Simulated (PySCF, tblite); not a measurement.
Isomers of C5H7O4 (doublet state), one GFN2-xTB conformer each. Single-point energies are computed at B3LYP/pcH-1 (PySCF, gas phase, no added dispersion term), electronic only. GFN2-xTB treats the open shell by occupation alone, and not every SCF solution was tested for stability.

```tsv
SMILES	GFN2-xTB relative energy (kcal/mol)
C[C](COC=O)C(=O)O	0.0
C[C@H]([CH]OC=O)C(=O)O	6.6
```

Conformers: `[CH3:1][C:2]([CH2:3][O:4][CH:5]=[O:6])[C:7](=[O:8])[OH:9]` (doublet state) with C1–C2–C3–O4 -38°, C2–C3–O4–C5 98°, C3–O4–C5–O6 -1°, C1–C2–C7–O8 179°, C2–C7–O9–H 180°; `[CH3:1][C@H:2]([CH:3][O:4][CH:5]=[O:6])[C:7](=[O:8])[OH:9]` (doublet state) with C1–C2–C3–O4 148°, C2–C3–O4–C5 169°, C3–O4–C5–O6 -2°, C1–C2–C7–O8 32°, C2–C7–O9–H -175°.

Problem. What does B3LYP/pcH-1 give for the same structures?

Solution. 
```
                SMILES  B3LYP/pcH-1 E (Eh)  B3LYP/pcH-1 (kcal/mol)  GFN2-xTB (kcal/mol)  point group
     C[C](COC=O)C(=O)O          -495.65321                     0.0                  0.0           C1
C[C@H]([CH]OC=O)C(=O)O          -495.63789                     9.6                  6.6           C1
```

Both levels put the same isomer lowest. 

Problem. What happens when harmonic zero-point energies from GFN2-xTB frequencies are added?

Solution. 
| SMILES | ZPE (kcal/mol) | electronic (kcal/mol) | with ZPE (kcal/mol) |
| --- | --- | --- | --- |
| C[C](COC=O)C(=O)O | 72.4 | 0.0 | 0.0 |
| C[C@H]([CH]OC=O)C(=O)O | 72.3 | 9.6 | 9.5 |

The zero-point energies span 0.1 kcal/mol. The order is unchanged.
